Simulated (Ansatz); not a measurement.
Calculated with Ansatz (gas phase, PBE0-D4/def2-TZVP geometries, no zero-point term in ΔE). CCSD(T)/CBS adds triple-zeta CCSD(T) − MP2 to the extrapolated MP2 energy (def2 sets, frozen cores). This one scheme is used for every species. DFT in def2-TZVPP. B3LYP here is the variant with VWN-RPA as its local correlation; programs differ in this. One conformer a species, not always the lowest.

Consider the formal exchange of groups at a C–C bond: `CCCCCCCCCCO` + CH₄ → `CCCCCCCCO` + `CCC`.

CCSD(T)/CBS gives +15.1 kJ/mol.

**Question.** Another level gave +8.0 kJ/mol. Which?
A. MP2/def2-TZVPP
B. B3LYP/def2-TZVPP
C. PBE0-D4/def2-TZVPP
D. B2PLYP/def2-TZVPP

**Answer.** D. B2PLYP 8.0, PBE0-D4 12.8, B3LYP 2.2, MP2/def2-TZVPP 17.7 kJ/mol.

Largest T1 diagnostic among the species: 0.009.

The D4 term adds +10.4 kJ/mol with B3LYP and +6.9 kJ/mol with PBE0; it sums over pairs of atoms, weighted by their polarisabilities, and B3LYP, whose exchange is more repulsive, gets the larger term. In def2-TZVPP, CCSD(T) changes the Hartree–Fock value by +14.4 kJ/mol (the triples alone add +2.2 kJ/mol) and MP2 by +16.7 kJ/mol.
